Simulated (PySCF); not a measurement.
# Dipole response of Tl²⁺ (thallium, charge +2)

[Xe] 4f14 5d10 6s1, 2S determinant. Computed with PySCF 2.14 in aug-cc-pVQZ-PP with ECP60MDF, with a scalar-relativistic core potential. Coupled (time-dependent) response in atomic units; α is the mean over directions.

| method | mean α (bohr³) | C₆ (like pair) | S(−4) |
| --- | --- | --- | --- |
| wB97M-V | 13.08 | 80.42 | 68.45 |

S(−4) is the Cauchy moment in α(ω) = α(0) + S(−4) ω² + …

α(iu) at wB97M-V:

```
u (hartree)  α(iu) (bohr³)
          0          13.08
     0.0500          12.91
      0.100          12.45
      0.200          11.02
      0.300          9.500
      0.500          7.177
      0.750          5.402
       1.00          4.281
       1.50          2.917
       2.00          2.110
       3.00          1.226
       5.00         0.5413
```

A single London oscillator, α(iu) = α/(1 + u²/ω²), gives C₆ = (3/4) ω α². Matching the computed C₆ needs ω = 4 × 80.42 / (3 × 13.08²) = 0.627 hartree.

For an ion, C₆ is the dispersion term alone; charge-induced terms of lower order in 1/R come first.

Energies and moments cover only the electrons outside the core potential. Spin-orbit coupling, which splits the p, d and f shells strongly at this Z, is absent.
